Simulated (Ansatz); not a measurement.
Cost and result for the atomization energy of CH7GeNSi, SMILES `[NH2][GeH]1[CH2][SiH2]1` (11 atoms, 11 bonds).

```tsv
atom	x (Å)	y (Å)	z (Å)
N1	0.174	1.884	-0.854
Ge2	0.712	0.165	-0.478
C3	-0.027	-0.454	1.271
Si4	-0.921	-1.402	-0.093
H5	0.000	2.042	-1.837
H6	0.815	2.593	-0.524
H7	2.197	-0.172	-0.701
H8	-0.607	0.298	1.802
H9	0.634	-1.008	1.932
H10	-0.625	-2.851	-0.205
H11	-2.353	-1.095	-0.315
```

Total charge 0; spin multiplicity 1. Correlated methods include outer-core shells of Ge, which these sets cover unevenly. Scalar relativity is left out up to krypton. The structure was optimised at the PBE0-D4/def2-TZVP level. It is one conformer, not always the lowest. Program: Ansatz. All runs use 4 threads of an Intel Xeon 6975P-C on a shared host. Times are those of one run each, without the atoms' runs, and a repeat can differ threefold. Electronic energies, without spin–orbit coupling; frozen cores. CCSD(T)/CBS adds CCSD(T) − MP2 in def2-TZVPP to the MP2 limit, and its time is that of the two runs behind it. T1 = 0.012. With those shells the extrapolation isn't a true limit. B3LYP takes the VWN-RPA correlation (the form of Gaussian; ORCA's B3LYP/G).

CCSD(T)/CBS is a level of theory with its own doubt, some kJ/mol a heavy atom from the limit and from the frozen cores, so smaller differences don't rank the functionals.

```tsv
level	functions	wall time	atomization (kcal/mol)	difference from CCSD(T)/CBS	per bond
LDA (SPW92)/def2-TZVPP	250	0.9 s	956.6	114.3	10.4
BLYP-D4/def2-TZVPP	250	1.1 s	833.1	-9.2	-0.8
revPBE-D4/def2-TZVPP	250	1.3 s	829.0	-13.3	-1.2
PBE0-D4/def2-TZVPP	250	1.9 s	837.0	-5.3	-0.5
CAM-B3LYP-D4/def2-TZVPP	250	2.2 s	840.5	-1.8	-0.2
B3LYP-D4/def2-TZVPP (with forces)	250	2.9 s	837.5	-4.8	-0.4
B2PLYP/def2-TZVPP	250	3.4 s	827.8	-14.5	-1.3
PBE-QIDH/def2-TZVPP	250	3.4 s	832.2	-10.1	-0.9
CCSD(T)/def2-SVP	113	3.5 s	779.0	-63.3	-5.8
B97M-V/def2-TZVPP	250	3.8 s	845.3	3.0	0.3
MP2/def2-QZVPP	483	14 s	835.6	-6.7	-0.6
CCSD(T)/def2-TZVPP	250	42 s	819.4	-22.9	-2.1
CCSD(T)/CBS(def2)	–	56 s	842.3	0.0	0.0
```

Leaving LDA and LC-ωPBE aside and taking each functional with its dispersion term where it has one, the values, not all of them listed here, spread over 30.5 kcal/mol, from BHLYP-D4 to PBE-D4. LDA lies +114.0 kcal/mol from PBE without D4, its usual overbinding. From BLYP to BHLYP (50 % exact exchange), in def2-TZVPP and without D4, the atomization energy moves by −10.9 kcal/mol: exact exchange takes away binding that semilocal exchange gives to molecules. The D4 term adds +9.0 kcal/mol with B3LYP and +4.7 kcal/mol with PBE0; it sums over pairs of atoms, weighted by their polarisabilities, and B3LYP, whose exchange is more repulsive, gets the larger term.

For some Ge, Se and Sn compounds the MP2-based and the directly extrapolated limit differ by 10 to 25 kJ/mol.
